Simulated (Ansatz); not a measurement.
A run on `[O]=[Mo](=[O])([OH])[OH]` with other settings.

```yaml
crystal:
  periodic: [false, false, false]
  atoms:
    - {symbol: O, position_ang: [-0.418637, -1.874271, -0.110034]}
    - {symbol: Mo, position_ang: [0.098953, -0.310194, 0.194938]}
    - {symbol: O, position_ang: [1.086020, -0.310168, 1.548803]}
    - {symbol: O, position_ang: [-1.370679, 0.797750, 0.522529]}
    - {symbol: O, position_ang: [1.050229, 0.308637, -1.290588]}
    - {symbol: H, position_ang: [-2.274681, 0.549738, 0.311996]}
    - {symbol: H, position_ang: [1.889993, 0.770510, -1.223344]}
basis:
  gaussian: {orbitals: def2-mTZVP, fitting: {mean_field: cc-pVTZ-jkfit}, point_charges: [{charge: 2.00, position_ang: [6.592, 0.906, 0.744]}]}
hamiltonian: {xc: {name: PBE-QIDH}}
accuracy: high
output: {forces: true}
```

```sh
$ ansatz run in.yaml --threads 4 --pin off --events-out ev --progress --plain --max-ram 10444MiB
```

It prints (some lines left out):

```
Functional definition: PBE-QIDH
  name "PBE-QIDH"
  cite "Brémond, Sancho-García, Pérez-Jiménez & Adamo, J. Chem. Phys. 141, 031101 (2014) doi:10.1063/1.4890314"
  cite "Perdew, Burke & Ernzerhof, Phys. Rev. Lett. 77, 3865 (1996) doi:10.1103/PhysRevLett.77.3865"
  parameter a = 3^(-1/3)
  parameter c = 1/3
  exchange = (1 - a)*pbe_x + a*exact_x
  correlation = (1 - c)*pbe_c + c*(mp2_os + mp2_ss)
Error: <dir> the basis set cc-pVTZ-JKFIT has no functions for Mo
```
